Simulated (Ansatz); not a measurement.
Geometry optimisation, RKS BLYP-D4/6-31G* in Ansatz.

Input:

```yaml
crystal:
  periodic: [false, false, false]
  atoms:
    - { symbol: B, position_ang: [0.0, 0.0, 0.0] }
    - { symbol: "N", position_ang: [0.0, 0.0, 1.9] }
    - { symbol: H, position_ang: [-0.877, -0.2713, 2.43] }
    - { symbol: H, position_ang: [0.877, 0.2713, 2.43] }
    - { symbol: H, position_ang: [1.0305, 0.0, -0.595] }
    - { symbol: C, position_ang: [-1.3856, 0.0, -0.8] }
    - { symbol: H, position_ang: [-1.9458, -0.9305, -0.5708] }
    - { symbol: H, position_ang: [-1.9898, 0.8797, -0.4946] }
    - { symbol: H, position_ang: [-1.1839, 0.0508, -1.8903] }
    - { symbol: Cl, position_ang: [0.0903, -2.0478, 0.6811] }
    - { symbol: H, position_ang: [0.0502, -1.1392, 1.745] }
basis:
  gaussian: { orbitals: "6-31G*" }
hamiltonian:
  xc: blyp
  dispersion: d4
relax:
  f_tol: 0.15
  max_steps: 25
  restrain:
    - { distance: [0, 9], at: 1.86, k: 30.0 }
    - { distance: [10, 1], at: 1.06, k: 30.0 }
    - { distance: [0, 1], at: 2.75, k: 30.0 }
    - { distance: [10, 9], at: 2.57, k: 30.0 }
```

Launched with:

```bash
$ ansatz run input.yaml --threads 1 --pin off --max-ram 2048MiB --backend cpu --events-out ev --progress --plain --runs-dir out
```

Problem. Where does it end, and by what steps?

Solution. The forces met the threshold. The restraints hold the end off the free minimum. After 9 steps the energy has fallen by 2.758 eV (the restraints' own energy left out); Cl10 moved furthest, 0.80 Å. Parted: Cl10–H11 (1.40 → 2.58 Å).

```json
{"step": "0", "energy less start (eV)": "0.0000", "largest force component (eV/Å)": "5.386", "accepted": "yes"}
{"step": "1", "energy less start (eV)": "-0.9167", "largest force component (eV/Å)": "2.811", "accepted": "yes"}
{"step": "2", "energy less start (eV)": "-1.0565", "largest force component (eV/Å)": "3.443", "accepted": "yes"}
{"step": "3", "energy less start (eV)": "-1.4027", "largest force component (eV/Å)": "2.891", "accepted": "yes"}
{"step": "4", "energy less start (eV)": "-2.2677", "largest force component (eV/Å)": "2.444", "accepted": "yes"}
{"step": "5", "energy less start (eV)": "-2.5222", "largest force component (eV/Å)": "1.910", "accepted": "yes"}
{"step": "6", "energy less start (eV)": "-2.6913", "largest force component (eV/Å)": "1.000", "accepted": "yes"}
{"step": "7", "energy less start (eV)": "-2.7446", "largest force component (eV/Å)": "0.673", "accepted": "yes"}
{"step": "8", "energy less start (eV)": "-2.7325", "largest force component (eV/Å)": "1.006", "accepted": "no"}
{"step": "9", "energy less start (eV)": "-2.7575", "largest force component (eV/Å)": "0.646", "accepted": "yes"}
```

```xyz
11
Properties=species:S:1:pos:R:3
B 0.014 -0.475 -0.455
N -0.043 -0.084 2.256
H -0.845 0.064 2.880
H 0.767 0.380 2.689
H 0.989 0.216 -0.539
C -1.421 -0.068 -0.928
H -2.221 -0.739 -0.579
H -1.668 0.972 -0.656
H -1.426 -0.107 -2.038
Cl 0.360 -2.240 -0.052
H 0.162 -1.106 2.256
```

Time of the run: 23 s on 1 thread of AMD EPYC 7B13 (Zen 3), on a shared host, peak memory 0.16 GiB.
